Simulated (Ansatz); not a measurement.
Total energies of C$_{5}$H$_{5}$F$_{3}$, SMILES `FC1=C[C@@H](F)[C@H](F)C1`.

Z-matrix (Å, degrees):
```
C
F 1 1.394
C 1 1.538 2 109.6
C 1 1.485 2 110.8 3 115.5
H 1 1.093 2 106.7 3 -119.1
F 3 1.383 1 108.9 2 -134.9
C 3 1.526 1 106.7 2 107.0
H 3 1.092 1 110.2 2 -16.9
C 4 1.326 1 109.2 2 -110.0
H 4 1.080 1 124.5 2 68.5
H 7 1.093 3 110.2 1 130.8
H 7 1.094 3 113.2 1 -108.5
F 9 1.325 4 125.6 1 178.6
```

Total charge 0; spin multiplicity 1. All single points use the PBE0-D4/def2-TZVP geometry. Basis def2-TZVPP, Ansatz 0.2.0.

RPA on PBE orbitals: Hartree–Fock energy of these orbitals -490.65340 Eh, correlation -2.38675 Eh (frozen core).

```tsv
functional	energy without D4 (Eh)	D4 term (kJ/mol)
PBE	-492.71556	-28.3
revPBE	-493.08752	-96.8
BLYP	-493.13619	-63.4
r2SCAN	-493.01212	-7.2
B97M-V	-493.14885	–
PBE0	-492.73466	-23.7
B3LYP	-493.24981	-45.0
r2SCANh	-492.98731	-7.5
r2SCAN0	-492.95205	-8.2
BHLYP	-493.01876	-31.0
CAM-B3LYP	-493.07761	-23.6
ωB97X-V	-493.09906	–
ωB97M-V	-493.10125	–
B2PLYP	-492.91539	–
```

Q: Give the same for LDA (SPW92), HSE06 (plane-wave form), LC-ωPBE, PBE-QIDH. (Best estimate.)

A: Ansatz gave: 
| functional | energy without D4 (Eh) | D4 term (kJ/mol) |
| --- | --- | --- |
| LDA (SPW92) | -489.57690 | – |
| HSE06 (plane-wave form) | -492.71186 | -21.8 |
| LC-ωPBE | -492.95917 | – |
| PBE-QIDH | -492.66643 | – |

B3LYP takes the VWN-RPA correlation (the form of Gaussian; ORCA's B3LYP/G). HSE06 is the plane-wave form, built on full-range PBE exchange. The double hybrids freeze the cores in their second-order part.

LC-ωPBE has ω = 0.4 bohr⁻¹.
